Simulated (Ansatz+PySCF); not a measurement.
A single Li atom.

Basis set: def2-SVP (spherical functions). All electrons are correlated. Correlation on ROHF uses semicanonical orbitals with singles. Charge 0, multiplicity 2.

Computed with Ansatz (development build ahead of 0.2.0); each method stands on the lowest determinant of its kind that the runs found.

(1) Give the vertical ionization energy (product with multiplicity 1 at the same shape, open shells in the same class of orbitals) of doublet Li by ωB97X (restricted open-shell), r²SCAN (unrestricted), PBE0 (restricted open-shell), PBE (restricted open-shell), UHF-CCSD(T), UHF-CCSD, ROHF-MP2, UHF.

## Answers

(1)

```csv
method,ionization energy
ωB97X (restricted open-shell),5.21 eV
r²SCAN (unrestricted),5.28 eV
PBE0 (restricted open-shell),5.47 eV
PBE (restricted open-shell),5.50 eV
UHF-CCSD(T),5.25 eV
UHF-CCSD,5.25 eV
ROHF-MP2,5.24 eV
UHF,5.23 eV
```
